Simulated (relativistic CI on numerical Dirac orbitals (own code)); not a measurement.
# Slater and spin-orbit integrals, Pr XII

Calculated at this level of theory: Dirac-Coulomb-Breit CI, KLI orbitals optimised for each configuration, QED by a radiative potential, unscaled Slater integrals (own radial code, finite nucleus).

Slater integrals F^k, G^k are unscaled and averaged over j, outside the closed core [Kr]; ζ comes from projecting the Hamiltonian with its Breit term on Σ l·s of the shell.

- 4d¹⁰5s5p: G^1(5s,5p) = 100640, ζ(5p) = 27185 cm⁻¹; <r>(5s) = 1.281, <r^2>(5s) = 1.825, <r>(5p) = 1.383, <r^2>(5p) = 2.131 (bohr units).
- 4d¹⁰5s4f: G^3(5s,4f) = 30869, ζ(4f) = 921.5 cm⁻¹; <r>(5s) = 1.29, <r^2>(5s) = 1.853, <r>(4f) = 0.8115, <r^2>(4f) = 0.7816 (bohr units).
- 4d¹⁰5s5d: G^2(5s,5d) = 61814, ζ(5d) = 2837.6 cm⁻¹; <r>(5s) = 1.28, <r^2>(5s) = 1.823, <r>(5d) = 1.58, <r^2>(5d) = 2.796 (bohr units).

Averages of the first 10 configurations, taken without configuration mixing, which lowers the lowest level and can move excited configurations by several eV; other configurations of the list can lie among them:

| Configuration | Parity | States | Average energy above the lowest level (eV) |
| --- | --- | --- | --- |
| 4d¹⁰5s² | even | 1 | 1.0 |
| 4d¹⁰5s5p | odd | 12 | 23.2 |
| 4d¹⁰5s4f | odd | 28 | 16.3 |
| 4d¹⁰5s5d | even | 20 | 59.4 |
| 4d¹⁰4f5d | odd | 140 | 74.5 |
| 4d¹⁰5s5f | odd | 28 | 96.5 |
| 4d¹⁰5p5d | odd | 60 | 83.6 |
| 4d⁹5s²4f | odd | 140 | 120.1 |
| 4d¹⁰5s5g | even | 36 | 117.5 |
| 4d¹⁰5s6s | even | 4 | 85.8 |
